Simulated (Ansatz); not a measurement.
CsI, triplet, at the geometry of the source list (a higher spin typed on purpose: for a closed-shell molecule this is an excited state) (core potentials on Cs, I); Ansatz (an electronic-structure program) with SVWN5/def2-SVP.

Ansatz was given this input:
Ansatz 0.2 input:
```yaml
crystal:
  periodic: [false, false, false]
  atoms:
    - {symbol: Cs, position_ang: [-1.12140000, -0.79660000, -0.95550000]}
    - {symbol: I, position_ang: [1.12140000, 0.79660000, 0.95550000]}
basis:
  gaussian:
    orbitals: def2-SVP
    nuclear_model: gaussian
hamiltonian:
  xc: {name: SVWN5}
magnetization: {spin_polarized: true, initial_magnetization: 2}
```

### Question
Write the output that Ansatz gives for this input, abridged.

### Answer

```
Functional definition: SVWN5
570 factors; their error is unknown
mean field evaluation 1: about -8634.4656 eV, gradient 3.4e0 eV
mean field evaluation 2: about -8634.4190 eV, gradient 4.1e0 eV
mean field evaluation 4: about -8634.5246 eV, gradient 2.1e0 eV
mean field evaluation 8: about -8634.5275 eV, gradient 2.0e0 eV
mean field evaluation 16: about -8634.5573 eV, gradient 8.9e-6 eV
mean field evaluation 32: about -8632.6641 eV, gradient 3.5e0 eV
mean field evaluation 64: about -8634.5530 eV, gradient 5.0e-1 eV
mean field -8634.55733795 eV, -317.3141294567 hartree, gradient 8.8e-6 eV, S^2 2.000622; 6 other end points of the search recorded, 0 dependent functions left out
reference -8634.55738169 eV, -317.3141310640 hartree; 18, 16 occupied and 32, 34 virtual orbitals, 570 factors
Total energy: -8634.55738169 eV, -317.3141310640 hartree
```
